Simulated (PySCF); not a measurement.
Species: ClH5P2Si.
SMILES with atom numbers: `[PH2:1][SiH:2]([PH2:3])[Cl:4]` (hydrogens: H5, H6 on P1; H7 on Si2; H8, H9 on P3)

The closed-shell SCF was solved with PySCF and density fitting under several settings on one GFN2-xTB geometry (grid level 2 and gas phase unless stated).

```
                                                                                                      settings  basis functions  SCF cycles      E (Eh)  HOMO (eV)  LUMO (eV)  dipole (D)
                                                                                                 PBE0/pcSseg-1              121          12  -1434.8618      -7.29      -0.44        2.26
                                                                                                PBE0/def2-SVPD              139          12  -1434.4896      -7.20      -0.46        1.83
                                                                                                X3LYP/IGLO-III              226          12  -1435.3871      -6.90      -0.31        1.45
                                                                                     B3LYP/3-21G, grid level 4               62          11  -1428.2252      -7.04      -0.58        3.10
X3LYP/6-311+G(2d,p), fitting basis def2-universal-jkfit, damping 0.1 at the start, DIIS from the seventh cycle              170          14  -1435.3917      -7.03      -0.70        1.75
                                                            wB97X-D/def2-TZVPP, fitting basis def2-qzvpp-jkfit              238          10  -1435.4972      -8.93       1.24        1.70
```

Q: Estimate the rows for these settings: (1) PBE0/cc-pVTZ, IEF-PCM tetrahydrofuran; (2) PBE/pcSseg-2.

A: 
| settings | basis functions | SCF cycles | E (Eh) | HOMO (eV) | LUMO (eV) | dipole (D) |
| --- | --- | --- | --- | --- | --- | --- |
| PBE0/cc-pVTZ, IEF-PCM tetrahydrofuran | 206 | 11 | -1434.9923 | -7.03 | -0.20 | 2.43 |
| PBE/pcSseg-2 | 242 | 13 | -1434.8758 | -6.19 | -1.37 | 1.90 |

Q: Over all rows, what range does the HOMO–LUMO gap span?

A: From 4.82 eV (PBE/pcSseg-2) to 10.17 eV (wB97X-D/def2-TZVPP, fitting basis def2-qzvpp-jkfit). The functional of the narrowest has no exact exchange, that of the widest range-separated exact exchange.

Q: And the dipole moment?

A: From 1.45 D (X3LYP/IGLO-III) to 3.10 D (B3LYP/3-21G, grid level 4); the largest is 2.14 times the smallest, and the median is 1.86 D.

Q: Compare two rows with the functional PBE0: PBE0/pcSseg-1 and PBE0/def2-SVPD. Which energy is lower, and by how much?

A: PBE0/pcSseg-1 (121 functions) lies 0.3722 Eh or 234 kcal/mol below PBE0/def2-SVPD (139 functions). The smaller set gives the lower energy; the two sets aren't nested, so the variational bound doesn't order them by size.

wB97X-D ran without the empirical dispersion term, which would shift the total energy alone. Cycle counts include a coarse-grid stage where the run had one. All basis functions are spherical, in the Pople sets too. The structure is a single GFN2-xTB conformer; no vibrational corrections.

The values belong to the conformer `[PH2:1][SiH:2]([PH2:3])[Cl:4]`: H–P1–Si2–P3 48°, H–P1–Si2–P3 -45°, H–P3–Si2–P1 45°, H–P3–Si2–P1 -48°.
